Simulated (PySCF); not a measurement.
Unrelated species, one level of theory. Computed with TDDFT PBE0/def2-SVPD, vertical, gas phase, core orbitals frozen in the response in PySCF. Geometries: GFN2-xTB; one conformer of each isolated species. Triplets are in the Tamm–Dancoff approximation.

Problem. Rank by computed HOMO–LUMO gap, highest first.
A. `CC#C[SiH]1OCCO1`
B. `Cc1ccc(O[SiH3])o1`
C. `[C@@H]12[C@@H]([C@H]1C#CC)C2`
D. `CC(C)(Cl)CC(=O)O`
E. `C=C1C=C1C1CC1`

Solution. D (8.14 eV), C (7.79 eV), A (7.52 eV), B (5.86 eV), E (5.56 eV).

| SMILES | gap (eV) | S1 (eV) | f (S1) | first f ≥ 0.01 (nm) | T1 (eV) | S1 mainly |
| --- | --- | --- | --- | --- | --- | --- |
| CC(C)(Cl)CC(=O)O | 8.14 | 5.90 | 0.000 | 166 | 5.36 | H→L (70%) |
| CC#C[C@@H]1[C@H]2C[C@@H]12 | 7.79 | 6.44 | 0.000 | 187 | 5.24 | H→L+3 (33%) |
| CC#C[SiH]1OCCO1 | 7.52 | 5.87 | 0.000 | 202 | 4.89 | H-1→L (76%) |
| Cc1ccc(O[SiH3])o1 | 5.86 | 4.85 | 0.000 | 216 | 3.80 | H→L (98%) |
| C=C1C=C1C1CC1 | 5.56 | 4.51 | 0.052 | 275 | 3.41 | H→L (98%) |

H and L stand for HOMO and LUMO.
